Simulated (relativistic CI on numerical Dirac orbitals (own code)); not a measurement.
# Slater and spin-orbit integrals, Sm XLV

Method of calculation: Dirac-Coulomb-Breit CI, separate exchange-only KLI orbitals for each configuration, a model potential for QED, unscaled Slater integrals (own radial code, finite nucleus).

Slater integrals F^k, G^k are unscaled and averaged over j, outside the closed core [Ne]; ζ comes from projecting the Hamiltonian with its Breit term on Σ l·s of the shell.

- 3s²3p⁵3d: ζ(3p) = 794960, F^2(3p,3d) = 431330, G^1(3p,3d) = 452210, G^3(3p,3d) = 304380, ζ(3d) = 108470 cm⁻¹; <r>(3p) = 0.2298, <r^2>(3p) = 0.06105, <r>(3d) = 0.2036, <r^2>(3d) = 0.0479 (bohr units).
- 3s3p⁶3d: G^2(3s,3d) = 341550, ζ(3d) = 109000 cm⁻¹; <r>(3s) = 0.2357, <r^2>(3s) = 0.06336, <r>(3d) = 0.2038, <r^2>(3d) = 0.04797 (bohr units).
- 3s²3p⁵4s: ζ(3p) = 804070, G^1(3p,4s) = 56869 cm⁻¹; <r>(3p) = 0.2286, <r^2>(3p) = 0.06043, <r>(4s) = 0.4453, <r^2>(4s) = 0.2232 (bohr units).

Averages of the first 10 configurations, taken without configuration mixing, which lowers the lowest level and can move excited configurations by several eV; other configurations of the list can lie among them:

```json
{"Configuration": "3s²3p⁶", "Parity": "even", "States": "1", "Average energy above the lowest level (eV)": "0.4"}
{"Configuration": "3s²3p⁵3d", "Parity": "odd", "States": "60", "Average energy above the lowest level (eV)": "273.3"}
{"Configuration": "3s3p⁶3d", "Parity": "even", "States": "20", "Average energy above the lowest level (eV)": "538.6"}
{"Configuration": "3s²3p⁵4s", "Parity": "odd", "States": "12", "Average energy above the lowest level (eV)": "1653.4"}
{"Configuration": "3s²3p⁵4p", "Parity": "even", "States": "36", "Average energy above the lowest level (eV)": "1753.2"}
{"Configuration": "3s²3p⁵4d", "Parity": "odd", "States": "60", "Average energy above the lowest level (eV)": "1866.2"}
{"Configuration": "3p⁶3d4p", "Parity": "odd", "States": "60", "Average energy above the lowest level (eV)": "2556.8"}
{"Configuration": "3s3p⁶4s", "Parity": "even", "States": "4", "Average energy above the lowest level (eV)": "1920.2"}
{"Configuration": "3p⁶3d²", "Parity": "even", "States": "45", "Average energy above the lowest level (eV)": "1086.5"}
{"Configuration": "3p⁵3d³", "Parity": "odd", "States": "720", "Average energy above the lowest level (eV)": "1357.7"}
```
